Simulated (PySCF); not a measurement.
Species: C₆H₈S.
Numbering: `[CH2:1]=[CH:2][C:3](=[CH2:4])[C:5]([CH3:6])=[S:7]` (hydrogens: H8, H9 on C1; H10 on C2; H11, H12 on C4; H13, H14, H15 on C6)

Geometry (PBE0-D3(BJ)/def2-SVP, Å), atoms numbered from 1 in this order:
```xyz
15
C6H8S angstrom
C      2.069    0.277    1.342
C      1.561    0.423    0.114
C      0.274   -0.069   -0.395
C     -0.102    0.240   -1.653
C     -0.628   -0.903    0.448
C     -2.041   -0.426    0.574
S     -0.108   -2.265    1.179
H      3.032    0.725    1.598
H      1.560   -0.297    2.119
H      2.129    1.005   -0.622
H     -1.050   -0.100   -2.076
H      0.562    0.809   -2.309
H     -2.495   -0.272   -0.419
H     -2.049    0.560    1.069
H     -2.645   -1.135    1.153
```

Method: PBE0-D3(BJ)/def2-SVP geometry optimisation, gas phase (PySCF).

Take the most abundant isotopes and a rigid rotor. The values belong to one conformer with, in the numbering `[CH2:1]=[CH:2][C:3](=[CH2:4])[C:5]([CH3:6])=[S:7]`, C1–C2–C3–C4 176°, C2–C3–C5–C6 127°.

Question: What are A, B and C (MHz)?

Answer: Ia = 196.89, Ib = 254.58, Ic = 374.45 u·Å²; 505379 MHz·u·Å²/I gives A = 2567, B = 1985, C = 1350 MHz.

Question: What kind of rotor is it?

Answer: An asymmetric top. Ray's parameter κ = (2B − A − C)/(A − C) = 0.044; −1 is the prolate and +1 the oblate limit.

Question: What does the inertial defect say?

Answer: Not planar: Δ = Ic − Ia − Ib = -77.02 u·Å². For a rigid frame Δ = −2 Σ m c², so Σ m c² = 38.51 u·Å² lies off the ab plane: 8.91 from hydrogen and 29.60 from heavier atoms. The atom farthest from that plane is 2.00 Å away.

Question: Give the other two planar moments, Paa and Pbb, and the rms extents of the mass along the axes.

Answer: Paa = Σ m a² = (Ib + Ic − Ia)/2 = 216.07 and Pbb = Σ m b² = (Ia + Ic − Ib)/2 = 158.38 u·Å². With the mass M = 112.03 u, the rms extents √(P/M) along a, b and c are 1.39, 1.19, 0.59 Å.

Question: Where do the levels up to J = 3 lie, in MHz?

Answer: Above 0(0,0):
J = 1: 1(0,1) 3335, 1(1,1) 3916, 1(1,0) 4552
J = 2: 2(0,2) 9694, 2(1,2) 9951, 2(1,1) 11857, 2(2,1) 13602, 2(2,0) 13912
J = 3: 3(0,3) 18759, 3(1,3) 18838, 3(1,2) 22542, 3(2,2) 23606, 3(2,1) 24856, 3(3,1) 28267, 3(3,0) 28375
Those of J = 1 are B + C, A + C and A + B.

Question: Which lines would a microwave search look for?

Answer: The dipole components are |μa| = 1.22 D, |μb| = 1.93 D, |μc| = 0.94 D. Intensities carry the squares of the components, which stand as 0.39 : 1.00 : 0.24 (a : b : c). Some lines, for components of 0.1 D or more:

```csv
type,branch,"J(Ka,Kc)",MHz,lower level (cm⁻¹)
a,Q,"2(2,0) ← 2(2,1)",310,0.454
c,Q,"1(1,1) ← 1(0,1)",582,0.111
c,Q,"2(2,1) ← 2(1,1)",1745,0.396
a,R,"1(0,1) ← 0(0,0)",3335,0.000
a,Q,"3(1,2) ← 3(1,3)",3704,0.628
a,R,"2(1,2) ← 1(1,1)",6034,0.131
a,R,"2(0,2) ← 1(0,1)",6360,0.111
a,R,"2(1,1) ← 1(1,0)",7305,0.152
a,R,"3(1,3) ← 2(1,2)",8888,0.332
b,R,"3(1,2) ← 2(2,1)",8941,0.454
b,R,"3(1,3) ← 2(0,2)",9144,0.323
b,R,"2(2,0) ← 1(1,1)",9996,0.131
a,R,"3(2,2) ← 2(2,1)",10004,0.454
a,R,"3(2,1) ← 2(2,0)",10944,0.464
b,R,"3(2,2) ← 2(1,1)",11749,0.396
c,R,"3(1,2) ← 2(0,2)",12848,0.323
c,R,"3(2,2) ← 2(1,2)",13656,0.332
c,R,"3(3,0) ← 2(2,0)",14463,0.464
```

Not checked by PBE0-D3(BJ)/def2-SVP frequencies. Constants of a rigid frame at the computed geometry: no zero-point averaging, no centrifugal distortion. A rigid rotor knows nothing of internal rotation, which can split or shift real lines.

Hardware: one thread, Arm Neoverse V1, shared host. Cost: 2.3 min wall. That covers the optimisation of the geometry.
